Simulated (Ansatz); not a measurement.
The HOMO–LUMO gap down a group: O to Se

One atom is swapped for its congeners: NO (nitric oxide); NS; NSe. All are doublets with charge 0.

Shapes, held fixed at every level: PBE0-D4/def2-TZVP. Programs: Ansatz 0.2.0. Values in eV.

```tsv
level	NO	NS	NSe
PBE-D4/def2-TZVPP	0.27	0.18	0.14
r2SCAN-D4/def2-TZVPP	0.98	0.64	0.53
B3LYP-D4/def2-TZVPP	3.01	2.23	2.03
BHLYP-D4/def2-TZVPP	7.09	5.28	4.70
r2SCAN0-D4/def2-TZVPP	4.17	3.05	2.71
wB97X-V/def2-TZVPP	8.76	7.46	7.08
```

At wB97X-V/def2-TZVPP the HOMO–LUMO gap falls at every step, from 8.76 to 7.08 eV. Every level shows the same order. Open shells run unrestricted unless RO is named. Relativity is left out for Se unless named. Orbital gaps aren't excitation energies, and the LUMO depends on the basis.
